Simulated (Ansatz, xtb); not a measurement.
**Ranking isomers of C2H5BrSi**

9 gas-phase structures of C2H5BrSi, found in a search over its isomers (lower ones may exist). Each was relaxed with GFN2-xTB; where two conformers were screened, the lower at r2SCAN-D4/def2-SVP is listed:

A. `C=C[SiH2]Br`, a singlet
B. `[SiH3]/C=C/Br`, a singlet
C. `C/C=[SiH]\Br`, a singlet
D. `[SiH3]/C=C\Br`, a singlet
E. `CC[Si]Br`, a singlet
F. `C=C([SiH3])Br`, a singlet
G. `Br[SiH]1CC1`, a singlet
H. `C/C=[SiH]/Br`, a singlet
I. `C=[Si](C)Br`, a singlet

Which do you expect lowest at r2SCAN-D4/def2-SVP, and how would the others follow?

Calculated order at r2SCAN-D4/def2-SVP: A (0.0), G (6.6), I (7.3), E (9.3), C (17.1), H (18.4), B (31.7), F (32.1), D (32.1) kcal/mol. Less than 1 kcal/mol parts G and I; B and F; F and D, so the order within those pairs means little.

Energies above the lowest of each column, in kcal/mol; the last columns are at PBE-D3(BJ)/def2-SVP geometries and were run for some of them only (a dash: not run or not comparable):

```csv
structure,GFN2-xTB,HF/STO-3G,r2SCAN-D4/def2-SVP,PBE-D3(BJ)/def2-SVP,CCSD(T)/def2-SVP + ΔMP2/def2-TZVPP
A,0.0,4.5,0.0,0.0,0.0
G,15.4,11.0,6.6,6.2,–
I,23.0,35.1,7.3,5.9,8.3
E,9.0,0.0,9.3,5.6,11.4
C,18.2,43.7,17.1,14.6,–
H,17.8,44.3,18.4,–,–
B,27.9,31.0,31.7,–,–
F,29.1,33.1,32.1,–,–
D,28.0,32.5,32.1,–,–
```

CCSD(T)/def2-SVP + ΔMP2/def2-TZVPP puts A lowest of those it was run on; HF/STO-3G picks E. Flexible structures stand in one conformer each, not always the lowest. Frequencies (PBE-D3(BJ)/def2-SVP) were run for A, E, I alone. The ΔMP2 step shifts differences by up to 5.5 kcal/mol, which makes them less sure. ΔMP2 is the change of the MP2 energy from the smaller to the larger basis.

Over these structures GFN2-xTB departs from r2SCAN-D4/def2-SVP by 4.7 kcal/mol on average once a common shift is removed. A GFN2-xTB relaxation took about 0.099 s and the r2SCAN-D4/def2-SVP energy about 2 s on a shared host (Ansatz 0.2.0, xtb 6.7.1).
